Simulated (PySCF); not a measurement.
The vertical singlet excitations below were computed for one of the candidates. Theory: TDDFT CAM-B3LYP/def2-SVPD, vertical, gas phase, core orbitals frozen in the response (PySCF). Geometries: GFN2-xTB, one conformer each.

```csv
state,ν̃ (cm⁻¹),f,"main configurations (H = HOMO, L = LUMO)"
S1,48720,0.252,H→L (92%)
S2,51650,0.0003,H→L+1 (93%)
S3,52830,0.0000,H-1→L (90%)
S4,53470,0.037,"H→L+3 (70%), H-2→L (24%)"
S5,54510,0.0001,"H→L+8 (39%), H→L+7 (27%), H→L+4 (12%)"
S6,55360,0.0042,H-1→L+3 (87%)
S7,58040,0.0008,"H→L+4 (44%), H→L+2 (41%)"
S8,58220,0.323,"H-2→L (66%), H→L+3 (20%)"
```

Question: Which candidate is it?
A. `N#Cc1cn([SiH3])cn1`
B. `[H]/N=C/[SiH2]C1CCC1`
C. `C=C[Si@@H](N)C1CC1`

Answer: A. Its S1 lies at 6.04 eV; the nearest of the others has S1 at 6.43 eV. S1 is HOMO→LUMO (92%). Löwdin shares by element: HOMO carbon 60% or more, nitrogen 13% or more (atoms not listed hold the other 27%); LUMO carbon 38% or more, nitrogen 25% or more (atoms not listed hold the other 38%). At the same level the other candidates give, for their lowest levels:
- `C=C[Si@@H](N)C1CC1`: 6.43 eV (f 0.013); 6.53 eV (f 0.012); 6.85 eV (f 0.052); 7.21 eV (f 0.277); 7.55 eV (f 0.057); T1 4.34 eV; HOMO -8.71, LUMO 0.84 eV
- `[H]/N=C/[SiH2]C1CCC1`: 4.39 eV (f 0.002); 6.59 eV (f 0.007); 6.86 eV (f 0.002); 7.19 eV (f 0.023); 7.63 eV (f 0.042); T1 3.57 eV; HOMO -8.44, LUMO 0.45 eV
Triplets come from the Tamm–Dancoff approximation.
